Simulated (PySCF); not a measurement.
# Bond curve of TeC

Set-up: basis Te aug-cc-pVDZ-PP with ECP28, C aug-cc-pVDZ; scalar-relativistic core potentials; PySCF 2.14. Energies in eV from Te + C in their ground configurations at the same level. All curves are PBE0. state 1: ¹Σ⁺ (singlet), closed shell; state 2: triplet, unpaired electrons π ↑↑, a mixture of terms (⟨Lz²⟩ = 2.0), a second solution, started from another occupation; state 3: ⁵Π (quintet), unpaired electrons σ ↑, π ↑↑↑, a second solution, started from another occupation.

| R (Å) | state 1 | state 2 | state 3 |
| --- | --- | --- | --- |
| 1.632 | -2.934 | 1.003 | 2.553 |
| 1.708 | -3.881 | -0.372 | 1.147 |
| 1.784 | -4.401 | -1.301 | 0.189 |
| 1.841 | -4.583 | -1.780 | -0.309 |
| 1.898 | -4.631 | -2.113 | -0.662 |
| 1.955 | -4.575 | -2.333 | -0.902 |
| 2.031 | -4.380 | -2.488 | -1.089 |
| 2.126 | -4.004 | -2.521 | -1.171 |
| 2.240 | -3.438 | -2.404 | -1.130 |
| 2.392 | -2.835 | -2.089 | -0.959 |

Task: Put a parabola through the three lowest points of the state 1 curve and estimate Re, k and ωe (reduced mass 10.99 u; 1 eV/Å² = 0.16022 mdyn/Å; ωe = 1302.8·√(k/μ) cm⁻¹).

Result: Through R = 1.841, 1.898, 1.955 Å the second-order coefficient is 16.0 eV/Å², so Re ≈ 1.896 Å, k ≈ 5.13 mdyn/Å and ωe ≈ 890 cm⁻¹. A polynomial fit of higher order to the unrounded PBE0 energies gives Re = 1.893 Å, k = 5.21 mdyn/Å, ωe = 898 cm⁻¹; anharmonicity and rounding make the difference.

The higher-order fit for each curve: state 1: Re = 1.893 Å, ωe = 898 cm⁻¹, De = 4.63 eV; state 2: Re = 2.099 Å, ωe = 611 cm⁻¹, minimum 2.53 eV below the ground-state fragments; state 3: Re = 2.143 Å, ωe = 518 cm⁻¹, minimum 1.17 eV below the ground-state fragments.

⟨S²⟩ of the unrestricted solution departs from its pure value on part of the curve, where spin states mix. These are scalar-relativistic numbers at best; spin–orbit coupling would shift them, the dissociation energy most.
